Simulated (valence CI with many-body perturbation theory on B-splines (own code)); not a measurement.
E1 transitions of Dy¹⁶⁺

Calculated by valence CI with perturbative core correlation (CI+MBPT): four valence electrons over a frozen Dirac-Fock core [Kr] 4d10, a basis of 7 s, 7 p, 7 d, 7 f, 4 g, 2 h functions for each j, with the one-electron correlation potential Σ1, the two-electron term Σ2, the three-electron term Σ3, Breit, model QED; selected CI, second order for the rest, scaled by the run's own slope (own B-spline code, finite nucleus).

No measured spectrum was set against this ion. As an estimate, terms of the open shell hold to a few per cent of their energy, and close levels can change places.

Lines 101 to 150 of 574 in falling wavelength, among levels below 291530 cm⁻¹, chosen from the strongest by gf and those to the six lowest levels. Wavelengths and rates use the calculated energies, so an error of 2000 cm⁻¹ moves a line at 1145 Å by 2.3 % and its rate by three times that or more. Electric multipoles are in the length gauge, E1 and E2 with the static RPA response of the core. Weak lines are less certain than strong ones. Lines between different terms over intervals too small for the method are left out, as are lines whose strength nearly cancels. Where a level lies close to another of its J and parity, the split of strength between their lines is uncertain. The highest levels of a list are the least certain.

Names give the largest LS component (configuration and term), which can be under half, so a name can repeat, a term be missing and a line seem to break the LS rules; names also repeat where a configuration has a term twice. Letters in brackets count levels of one name in rising energy.

| λ vac (Å) | Upper | Lower | A (s⁻¹) | log gf | Branch % |
| --- | --- | --- | --- | --- | --- |
| 1145 | 4f3.5s 3L°_9 | 4f4 3K_8 [b] | 1.37e+04 | -4.29 | 20.7 |
| 1142 | 4f3.5s 3L°_7 | 4f4 3K_6 [b] | 3.30e+03 | -5.01 | 4.7 |
| 1138 | 4f3.5s 5F°_5 [b] | 4f4 3H_6 [a] | 2.79e+03 | -5.23 | 14.2 |
| 1136 | 4f3.5s 3G°_4 [b] | 4f4 3H_5 [b] | 1.22e+04 | -4.67 | 12.8 |
| 1136 | 4f3.5s 3G°_5 [b] | 4f4 3H_6 [b] | 1.28e+04 | -4.56 | 15.2 |
| 1135 | 4f3.5s 3F°_2 [b] | 4f4 3P_1 [b] | 4.44e+03 | -5.37 | 2.1 |
| 1129 | 4f3.5s 1F°_3 [a] | 4f4 1F_3 | 1.85e+04 | -4.61 | 9.5 |
| 1127 | 4f3.5s 5F°_4 | 4f4 5G_5 | 4.56e+03 | -5.11 | 20.7 |
| 1124 | 4f3.5s 3G°_3 [b] | 4f4 1G_4 [a] | 6.71e+03 | -5.05 | 6.1 |
| 1111 | 4f3.5s 5F°_3 | 4f4 5G_4 | 7.30e+03 | -5.02 | 30.1 |
| 1109 | 4f3.5s 3I°_6 [b] | 4f4 3H_6 [b] | 2.46e+03 | -5.23 | 4.8 |
| 1108 | 4f3.5s 1H°_5 [a] | 4f4 3I_6 [a] | 6.42e+03 | -4.89 | 28.1 |
| 1104 | 4f3.5s 3K°_7 | 4f4 3I_6 [a] | 2.35e+03 | -5.19 | 16.4 |
| 1101 | 4f3.5s 3G°_5 [c] | 4f4 3H_6 [b] | 1.40e+04 | -4.55 | 15.5 |
| 1100 | 4f3.5s 3H°_4 [a] | 4f4 5G_4 | 2.27e+03 | -5.43 | 15.0 |
| 1099 | 4f3.5s 3F°_3 [a] | 4f4 3F_3 [a] | 3.21e+03 | -5.39 | 7.5 |
| 1089 | 4f3.5s 1G°_4 [a] | 4f4 3H_5 [b] | 1.21e+04 | -4.71 | 17.8 |
| 1089 | 4f3.5s 3H°_4 [a] | 4f4 3H_5 [a] | 4.00e+03 | -5.19 | 26.3 |
| 1086 | 4f3.5s 1D°_2 [a] | 4f4 1D_2 [c] | 3.80e+03 | -5.47 | 10.3 |
| 1086 | 4f3.5s 1H°_5 [b] | 4f4 1G_4 [b] | 7.61e+03 | -4.83 | 9.4 |
| 1085 | 4f3.5s 5F°_5 [b] | 4f4 5G_6 | 2.58e+03 | -5.30 | 13.1 |
| 1085 | 4f3.5s 3G°_5 [b] | 4f4 3F_4 [b] | 6.32e+03 | -4.91 | 7.5 |
| 1083 | 4f3.5s 5F°_1 | 4f4 5G_2 | 2.23e+04 | -4.93 | 82.3 |
| 1074 | 4f3.5s 5F°_2 | 4f4 5G_3 | 1.02e+04 | -5.05 | 41.3 |
| 1073 | 4f3.5s 3K°_6 | 4f4 3I_5 [a] | 1.66e+03 | -5.43 | 11.3 |
| 1071 | 4f3.5s 3D°_2 [b] | 4f4 3F_3 [c] | 4.69e+03 | -5.39 | 4.5 |
| 1068 | 4f3.5s 3G°_5 [b] | 4f4 3H_5 [b] | 2.75e+03 | -5.29 | 3.3 |
| 1066 | 4f3.5s 3H°_5 | 4f4 3G_5 [c] | 2.65e+03 | -5.30 | 2.8 |
| 1065 | 4f3.5s 1L°_8 | 4f4 3K_8 [b] | 1.80e+04 | -4.28 | 27.9 |
| 1062 | 4f3.5s 3K°_8 | 4f4 3I_7 [a] | 3.49e+03 | -5.00 | 15.8 |
| 1061 | 4f3.5s 3I°_7 [b] | 4f4 3H_6 [b] | 2.16e+03 | -5.26 | 5.6 |
| 1060 | 4f3.5s 5F°_2 | 4f4 5G_2 | 5.96e+03 | -5.30 | 24.1 |
| 1059 | 4f3.5s 3D°_3 [b] | 4f4 3H_4 [c] | 2.93e+03 | -5.46 | 2.9 |
| 1059 | 4f3.5s 3G°_4 [b] | 4f4 5D_3 | 2.97e+03 | -5.35 | 3.1 |
| 1056 | 4f3.5s 3I°_6 [b] | 4f4 3G_5 [b] | 2.20e+03 | -5.32 | 4.3 |
| 1053 | 4f3.5s 3G°_5 [c] | 4f4 3F_4 [b] | 4.59e+03 | -5.08 | 5.1 |
| 1048 | 4f3.5s 1G°_4 [b] | 4f4 3D_3 [b] | 6.24e+03 | -5.03 | 1.6 |
| 1043 | 4f3.5s 3G°_4 [b] | 4f4 3F_3 [b] | 4.19e+03 | -5.21 | 4.4 |
| 1041 | 4f3.5s 5F°_3 | 4f4 5G_3 | 4.60e+03 | -5.28 | 18.9 |
| 1037 | 4f3.5s 3H°_4 [b] | 4f4 3G_4 [b] | 9.32e+03 | -4.87 | 10.2 |
| 1035 | 4f3.5s 3L°_8 | 4f4 1K_7 | 1.74e+03 | -5.32 | 2.5 |
| 1032 | 4f3.5s 3F°_4 [a] | 4f4 3F_4 [a] | 7.39e+03 | -4.97 | 21.8 |
| 1032 | 4f3.5s 3G°_5 [b] | 4f4 1I_6 [a] | 3.10e+03 | -5.26 | 3.7 |
| 1031 | 4f3.5s 1G°_4 [a] | 4f4 1G_4 [a] | 1.05e+04 | -4.82 | 15.4 |
| 1030 | 4f3.5s 3H°_4 [b] | 4f4 3G_3 [b] | 6.95e+03 | -5.00 | 7.6 |
| 1024 | 4f3.5s 3S°_1 [b] | 4f4 3F_2 [a] | 9.32e+03 | -5.36 | 29.8 |
| 1020 | 4f3.5s 3H°_5 | 4f4 3G_4 [b] | 2.98e+03 | -5.29 | 3.2 |
| 1014 | 4f3.5s 3G°_4 [a] | 4f4 3G_4 [a] | 2.82e+03 | -5.41 | 9.7 |
| 1014 | 4f3.5s 5I°_7 | 4f4 5I_8 | 5.39e+00 | -7.90 | 6.1 |
| 1012 | 4f3.5s 1I°_6 | 4f4 3H_6 [b] | 3.24e+03 | -5.19 | 6.1 |
